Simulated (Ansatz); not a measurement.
Gas-phase electronic energies from Ansatz, PBE0-D4/def2-TZVP geometries. CCSD(T)/CBS is the MP2 limit (def2-TZVPP, def2-QZVPP) plus CCSD(T) − MP2 in def2-TZVPP, frozen cores. DFT in def2-TZVPP. B3LYP here is the variant with VWN-RPA as its local correlation; programs differ in this. HSE06 is defined as in plane-wave codes. Open shells (•) are unrestricted, without spin–orbit coupling. For Ga outer-core shells are correlated without core-valence functions, which leaves a few kJ/mol of doubt a bond. Scalar relativity is left out up to krypton.

Reaction (homolysis of the C–Ga bond): `[SiH3][CH2][GaH2]` → `[CH2][SiH3]`• + `[GaH2]`•

`[SiH3][CH2][GaH2]`:

Cartesian coordinates in Å:
```
Si -0.649 1.194 0.476
C 0.051 -0.532 0.599
Ga 0.820 -1.169 -1.097
H -1.224 1.662 1.767
H -1.724 1.248 -0.553
H 0.412 2.159 0.070
H -0.754 -1.205 0.908
H 0.826 -0.533 1.372
H 2.334 -0.900 -1.414
H -0.092 -1.924 -2.129
```

`[CH2][SiH3]`•:

Z-matrix (Å, degrees):
```
Si
C 1 1.840
H 1 1.487 2 110.3
H 1 1.487 2 110.4 3 -121.0
H 1 1.492 2 111.3 3 119.5
H 2 1.085 1 122.6 3 152.6
H 2 1.085 1 122.6 3 -29.9
```

`[GaH2]`•:

Cartesian coordinates in Å:
```
Ga 0.090 -0.416 0.310
H -1.380 0.192 0.211
H 1.290 0.224 -0.521
```

(1) What is ΔE at CCSD(T)/CBS? (Estimate.)

(2) What do these levels give: PBE0-D4, r2SCAN0-D4, ωB97M-V, B2PLYP, BLYP, B3LYP, HSE06, LC-ωPBE, CCSD/def2-TZVPP, CCSD(T)/def2-TZVPP, MP2/def2-QZVPP, HF/CBS(def2)? (An estimate is asked.)

Largest T1 diagnostic among the species: 0.015.

## Answers

(1) Computed: +3.64 eV.

(2) Ansatz gave: PBE0-D4 3.38, r2SCAN0-D4 3.22, ωB97M-V 3.46, B2PLYP 3.32, BLYP 3.02, B3LYP 3.12, HSE06 3.30, LC-ωPBE 3.37, CCSD/def2-TZVPP 3.38, CCSD(T)/def2-TZVPP 3.49, MP2/def2-QZVPP 3.76, HF/CBS(def2) 2.21 eV.

The D4 term adds +0.15 eV with B3LYP and +0.08 eV with PBE0; it sums over pairs of atoms, weighted by their polarisabilities, and B3LYP, whose exchange is more repulsive, gets the larger term. From BLYP to BHLYP (50 % exact exchange), in def2-TZVPP and without D4, ΔE moves by +0.08 eV. Leaving LDA and LC-ωPBE aside and taking each functional with its dispersion term where it has one, the values, not all of them listed here, spread over 0.31 eV, from BLYP-D4 to ωB97X-V. LDA lies +0.66 eV from PBE without D4, its usual overbinding.
